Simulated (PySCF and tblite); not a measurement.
The numbers below are computed, except where a source is named.
bromoform, CHBr3, numbered as in [Br:1][CH:2]([Br:3])[Br:4].

Classical Langevin dynamics with GFN2-xTB (tblite), gas phase: time step 1.5 fs, H mass 4 u, friction 0.005 fs⁻¹, 400 steps to settle and 8000 to sample, one trajectory a temperature from the lowest conformer.

GIAO shieldings at PBE0/pcSseg-1 (PySCF) on 9 frames a temperature; like atoms are averaged, and of two unlike H on one atom a is the less shielded at the minimum.

(1) How far do thermal motions move the shieldings from their values at the minimum?

(2) What do the single frames at 500 K give for Br1/Br3/Br4?

Spin–orbit effects of the heavy atoms on shieldings are missing. Changes within two standard errors are not significant.

The study took 13 min on 1 thread of Arm Neoverse N1 (shared host) (rough), peak memory 0.79 GiB, launched as `OMP_NUM_THREADS=1 python ens_run.py task.json out`.

Results:

(1) 
```json
{"signal": "Br1/Br3/Br4", "σ at minimum (ppm)": "1457.2", "Δσ, 100 K": "-17.5 ± 14.9", "Δσ, 300 K": "-50.7 ± 24.5", "Δσ, 500 K": "-124.4 ± 39.2"}
{"signal": "C2", "σ at minimum (ppm)": "83.0", "Δσ, 100 K": "-0.2 ± 1.6", "Δσ, 300 K": "-0.5 ± 2.9", "Δσ, 500 K": "-6.9 ± 4.1"}
{"signal": "H2", "σ at minimum (ppm)": "23.61", "Δσ, 100 K": "-0.05 ± 0.09", "Δσ, 300 K": "-0.26 ± 0.14", "Δσ, 500 K": "-0.30 ± 0.32"}
```

Errors are standard errors over frames. Zero-point motion is missing, and a reference compound would move too.

(2) 
```csv
t (fs),"V above the minimum, tight binding (kcal/mol)","E above it, DFT (kcal/mol)",torsions (°),σ (ppm)
1266,2.9,4.8,none,1300.0
2600,5.8,7.9,none,1335.8
3933,5.1,7.1,none,1281.3
5266,7.7,11.2,none,1184.3
6600,3.8,4.4,none,1434.2
7934,4.9,7.4,none,1177.1
9267,2.8,3.6,none,1392.3
10600,4.9,6.9,none,1340.7
11934,3.0,2.7,none,1549.0
```
